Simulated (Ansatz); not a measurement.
Reactions of C4H8AlN, SMILES `C#[C][Al]([CH3])[NH]C`.

Gas-phase electronic energies from Ansatz, PBE0-D4/def2-TZVP geometries. CBS: MP2 limit from def2 TZ/QZ plus the TZ coupled-cluster correction, frozen cores. This one scheme is used for every species. Double bonds are as drawn, so ΔE can hold a change between cis and trans. DFT in def2-TZVPP. B3LYP here is the variant with VWN-RPA as its local correlation; programs differ in this. def2 core potentials past Kr. For Hf outer-core shells are correlated without core-valence functions, which leaves a few kJ/mol of doubt a bond. One conformer a species, not always the lowest.

```csv
reaction,B2PLYP (eV),B3LYP-D4 (eV),HF/CBS(def2) (eV),CCSD(T)/CBS(def2) (eV)
`C#[C][Al]([CH3])[NH]C` + HCl → `C[NH][Al]([CH3])[Cl]` + `C#C`,-1.08,-1.08,-1.17,-1.09
`C#[C][Al]([CH3])[NH]C` + H–F → `C[NH][Al]([CH3])[F]` + `C#C`,-1.33,-1.30,-1.41,-1.26
`C#[C][Al]([CH3])[NH]C` + `[Cl][Hf]([Cl])([Cl])[Cl]` → `C[NH][Al]([CH3])[Cl]` + `C#[C][Hf]([Cl])([Cl])[Cl]`,0.24,0.25,0.23,0.24
`C#[C][Al]([CH3])[NH]C` → `C=C(C)[C](=N)[AlH2]`,1.64,1.47,1.68,1.61
`C#[C][Al]([CH3])[NH]C` + H₂ → `C#[C][AlH][CH3]` + CH₃NH₂,0.81,0.85,0.59,0.85
`C#[C][Al]([CH3])[NH]C` + `C#C` → `C#[C][Al]([CH3])[C]#C` + CH₃NH₂,0.32,0.35,0.26,0.33
`C#[C][Al]([CH3])[NH]C` → `C#[C][AlH][CH3]` + `C=N`,2.23,2.26,2.01,2.31
`C#[C][Al]([CH3])[NH]C` → `C=[C]([AlH2])C(C)=N`,1.33,1.17,1.27,1.31
`C#[C][Al]([CH3])[NH]C` + `C#CC(C)F` → `C#[C][Al]([CH3])[C]#C` + `CNC(C)F`,0.23,0.25,0.18,0.21
`C#[C][Al]([CH3])[NH]C` + `F/C=C/[SiH3]` → `C[NH][Al]([CH3])[SiH3]` + `C#C/C=C/F`,0.79,0.70,0.96,0.82
```

Largest T1 diagnostic: 0.014, for `C#[C][Hf]([Cl])([Cl])[Cl]`.
